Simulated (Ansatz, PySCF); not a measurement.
Energy difference R1 → P1 + 0.5 P2, each structure at its B3LYP-D3(BJ)/def2-TZVP stationary point, reached from a drawn start (curvature not checked).
P1: H2O (SMILES O), charge 0, multiplicity 1.
P2: O2 (SMILES O=O), charge 0, multiplicity 3.
R1, H2O2 (SMILES OO) (charge 0, multiplicity 1):
```xyz
4

O     -0.198     0.158    -0.725
O     -0.194     0.163     0.725
H      0.704     0.460    -0.906
H     -0.312    -0.781     0.906
```

P less R. No zero-point or thermal terms; singlets are restricted closed shells; open shells are unrestricted; no spin–orbit coupling.

Cores are frozen in the correlated methods.

Run with Ansatz (Gaussian basis) for Hartree–Fock, density functionals and correlated methods; PySCF for the D3/D4 terms. All values are computed, each at the level named.

Task: What is the computed reaction energy (PBE-D4/def2-TZVPP)?

Result: -1.01 eV

Task: What reaction energy does HF/cc-pVDZ give?

Result: -1.54 eV

Task: What is the computed reaction energy (CCSD(T)/cc-pVDZ)?

Result: -1.09 eV

Ansatz is a first-principles code.
